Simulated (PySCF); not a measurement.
Compound: C5H6O3.
Atom-mapped SMILES: `[O:1]=[CH:2][O:3]/[CH:4]=[C:5]1\[CH2:6][CH2:7][O:8]1` (hydrogens: H9 on C2; H10 on C4; H11, H12 on C6; H13, H14 on C7)

The geometry is computed with GFN2-xTB (gas phase).

**Question.** What internal coordinates does the optimisation give?

**Answer.** 
```tsv
bond	length (pm)	order
O1=C2	119.7	double
C2–O3	132.1	single
O3–C4	139.1	single
C4=C5	132.7	double
C5–C6	149.9	single
C6–C7	153.4	single
C7–O8	143.9	single
C5–O8	137.3	single
C2–H9	110.4	single
C4–H10	107.8	single
C6–H11, C6–H12	108.8	single
C7–H13, C7–H14	109.1	single
```

Bonds in one row agree within 1 pm and their mean is given. Orders are formal, as drawn. A selection of angles:
```tsv
angle	degrees
O1–C2–O3	127.9
C2–O3–C4	121.1
O3–C4–C5	125.6
C4–C5–C6	139.4
C4–C5–O8	126.0
C6–C5–O8	94.6
C5–C6–C7	83.3
C6–C7–O8	90.5
C5–O8–C7	91.5
```

Dihedral angles: O1–C2–O3–C4 -2° (synperiplanar); C2–O3–C4–C5 -40° (synclinal); O3–C4–C5–C6 -1° (synperiplanar); C4–C5–C6–C7 -178° (antiperiplanar); C5–C6–C7–O8 0° (synperiplanar); C6–C7–O8–C5 0° (synperiplanar); C4–C5–O8–C7 178° (antiperiplanar). The mirror-image conformer, all signs reversed, is as good.

Of the pairs four or more bonds apart, O1···H11 is among the closest relative to their van der Waals radii: 2.33 Å, 86 % of the sum of Bondi's values. The C–O distances run from 1.197 Å (O1=C2, drawn double) to 1.439 Å (C7–O8, drawn single), a spread of 0.242 Å. The 4-membered ring C5–C6–C7–O8 has internal angles of 83.3° to 94.6° (sum 360°, against 360° for a flat polygon); it is planar, 0.00 Å rms from its mean plane, widest ring torsion 0°. The 3 C–C bonds span 1.327 Å (C4=C5, drawn double) to 1.534 Å (C6–C7, drawn single), a spread of 0.207 Å.

Point group: C1 (no symmetry element, even within 0.4 Å). No GFN2-xTB frequencies stand behind this structure, so it isn't proved a minimum. One conformer, not necessarily the lowest.
